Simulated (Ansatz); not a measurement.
Consider the formal exchange of groups at the In–Si bond: `[F][In]([F])[SiH3]` + `NC1CC1` → `[NH2][In]([F])[F]` + `[SiH3]C1CC1`.

Calculated with Ansatz (gas phase, PBE0-D4/def2-TZVP geometries, no zero-point term in ΔE). CCSD(T)/CBS is the MP2 limit (def2-TZVPP, def2-QZVPP) plus CCSD(T) − MP2 in def2-TZVPP, frozen cores. def2 core potentials past Kr. For In outer-core shells are correlated without core-valence functions, which leaves a few kJ/mol of doubt a bond. Each species was taken in one conformer, which may not be the lowest.

`[F][In]([F])[SiH3]`:

Z-matrix (Å, degrees):
```
Si
In 1 2.541
H 1 1.482 2 108.7
H 1 1.483 2 107.5 3 -119.7
H 1 1.482 2 108.5 3 120.7
F 2 1.944 1 127.2 3 25.4
F 2 1.944 1 126.9 3 -155.2
```

`NC1CC1`:

```xyz
11

N    -0.219   -1.480   -0.331
C    -0.428   -0.063   -0.284
C    -0.016    0.640    0.969
C     0.793    0.801   -0.283
H    -0.117   -1.801   -1.286
H    -1.000   -1.976    0.080
H    -1.299    0.349   -0.794
H    -0.614    1.476    1.310
H     0.403    0.021    1.751
H     0.754    1.748   -0.807
H     1.744    0.286   -0.325
```

`[NH2][In]([F])[F]`:

```xyz
6

N     0.333   -1.107    0.410
In   -0.106    0.761   -0.146
F     0.910    1.773   -1.446
F    -1.459    1.856    0.700
H     0.771   -1.663   -0.312
H    -0.450   -1.620    0.794
```

`[SiH3]C1CC1`:

```xyz
12

Si    0.244    1.411   -0.854
C    -0.574   -0.104   -0.168
C    -0.248   -0.565    1.231
C     0.236   -1.355    0.064
H     0.305    1.373   -2.341
H    -0.475    2.650   -0.451
H     1.634    1.471   -0.321
H    -1.601   -0.272   -0.479
H     0.481    0.000    1.801
H    -1.056   -0.973    1.825
H     1.295   -1.330   -0.164
H    -0.241   -2.306   -0.143
```

```tsv
level	ΔE (kJ/mol)
MP2/def2-TZVPP	-25.4
CCSD/def2-TZVPP	-15.6
```

Problem. What does CCSD(T)/CBS give? (An estimate is asked.)

Solution. Computed: -19.3 kJ/mol. The listed levels differ from it by -6.1, 3.7 kJ/mol.

Largest T1 diagnostic among the species: 0.016.

Leaving LDA and LC-ωPBE aside and taking each functional with its dispersion term where it has one, the values, not all of them listed here, spread over 13.3 kJ/mol, from B2PLYP to PBE-D4. LDA lies +7.5 kJ/mol from PBE without D4. The D4 term adds −4.1 kJ/mol with B3LYP and −2.2 kJ/mol with PBE0; it sums over pairs of atoms, weighted by their polarisabilities, and B3LYP, whose exchange is more repulsive, gets the larger term.

B3LYP here is the variant with VWN-RPA as its local correlation; programs differ in this.
